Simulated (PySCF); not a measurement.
**LuCl3(NH3) at several levels of theory**

Computed with PySCF 2.14.0 (density fitting, no spin-orbit coupling) at the geometry relaxed with r2SCAN:

```xyz
8
LuCl3(NH3) (singlet in the valence; each metal's 4f electrons, 14 of them, lie in its core potential, out of spins and levels)
Lu    0.0252   -0.0252    0.0252
Cl    1.1482    1.8329    1.1482
Cl   -1.8329   -1.1482    1.1482
Cl    1.1482   -1.1482   -1.8329
N    -1.3499    1.3499   -1.3499
H    -1.9613    1.9613   -0.8007
H    -0.8007    1.9613   -1.9613
H    -1.9613    0.8007   -1.9613
```

```csv
level,basis,state,HOMO (eV),gap (eV),charge on Lu1 (e),population of f-type functions on Lu1 (polarisation alone where 4f lies in the core),dipole about the centre of mass (D),largest force component (eV/Å)
r2SCAN,"Lu lcecp-1-SVP with ECP60, Cl def2-SVP, N def2-SVP, H def2-SVP",singlet,-7.46,6.23,0.76,0.04,5.48,0.01
r2SCAN,"Lu lcecp-1-TZVP with ECP60, Cl def2-TZVP, N def2-TZVP, H def2-TZVP",singlet,-7.56,6.18,1.30,0.05,5.40,0.22
```

In the lcecp rows the 4f levels are missing from HOMO and gap, and the state counts the valence alone.

Charges are Mulliken's, which hang on the basis. The relaxation used the grid (50, 194), these runs (75, 302) or, all-electron (x2c bases, spin-free X2C Hamiltonian), (99, 590).

Task: Order these levels, in the first row's basis, by the HOMO–LUMO gap they give here, smallest first.
A. wB97X
B. BLYP
C. B3LYP
D. PBE0

Result: B (5.11 eV), C (6.80 eV), D (7.44 eV), A (11.56 eV).

Task: And their other results?

Result: 
```
level    state  HOMO (eV)  gap (eV)  charge on Lu1 (e)  population of f-type functions on Lu1 (polarisation alone where 4f lies in the core)  dipole about the centre of mass (D)  largest force component (eV/Å)
wB97X  singlet     -10.83     11.56               0.74                                                                                  0.05                                 5.50                            0.09
 PBE0  singlet      -8.45      7.44               0.75                                                                                  0.05                                 5.48                            0.07
B3LYP  singlet      -8.08      6.80               0.65                                                                                  0.05                                 5.44                            0.08
 BLYP  singlet      -6.78      5.11               0.50                                                                                  0.04                                 5.39                            0.21
```

In the first row's basis the gap widens with exact exchange: 5.1 to 6.2 eV for BLYP, r2SCAN (none); 6.8 to 7.4 eV for B3LYP, PBE0 (a fixed share); 11.6 eV for wB97X (rising or full at long range).

No frequency check is given that shows the relaxed geometry to be a minimum. An lcecp potential fixes the number of 4f electrons, so in runs with it no electron can move into or out of that shell.
